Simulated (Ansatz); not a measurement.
System: SiH2F, charge 0, doublet. SiH2F (SMILES F[SiH2], doublet).
B3LYP-D3(BJ)/def2-TZVP minimum from Ansatz (a program for electronic structure):
```
Si
F 1 1.6108
H 1 1.4871 2 107.72
H 1 1.4871 3 111.30 2 -117.87
```
Charge 0, spin multiplicity 2.

Hartree-Fock and MP2 correlation energies in hartree (Ansatz). Open shells are spin-unrestricted; no spin-orbit coupling. Cores are frozen in correlated methods. No relativity.

```tsv
basis	X	E(HF)	E(corr, MP2)
cc-pV(T+d)Z	3	-389.60431	-0.35788
cc-pV(Q+d)Z	4	-389.61844	-0.38993
cc-pV(5+d)Z	5	-389.62143	withheld
```

### Question
Fit E(corr) = E∞ + A/X³ to X = 3 and 4, predict X = 5, and compare with the run.

### Answer
A = (-0.35788 - (-0.38993))/(1/27 - 1/64) = 1.4968; E∞ = -0.38993 - A/64 = -0.41332; at X = 5, E∞ + A/125 = -0.40134. The run gave -0.40343, 2.09 mEh below the prediction. The same form on X = 4 and 5 gives E∞ = -0.41759, 4.28 mEh below the first estimate.
